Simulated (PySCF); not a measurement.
## Correlation energy of S⁺ (sulfur, charge +1)

Starting occupation: [Ne] 3s2 3p3, 3p3/2 with m_j = -1/2, +1/2, +3/2. All numbers are calculated (PySCF 2.14, X2C-1e with screened-nucleus spin-orbit coupling, Gaussian nucleus, in x2c-TZVPall-2c (5s6p2d1f, 40 functions)). Frozen: [Ne]; 5 electrons correlated; the 6 highest virtual spinors left out.

MP2 pair energies summed by pair of shells (mhartree):

```csv
pair,energy,share (%)
3p-3s,-57.59,65.9
3p-3p,-20.25,23.2
3s-3s,-9.61,11.0
```

Total MP2 correlation energy: -87.45 mhartree.

The GHF reference relaxed away from the jj start to a determinant that is no pure jj level (⟨S²⟩ = 3.75, ⟨J²⟩ = 3.75); the energies belong to that determinant.
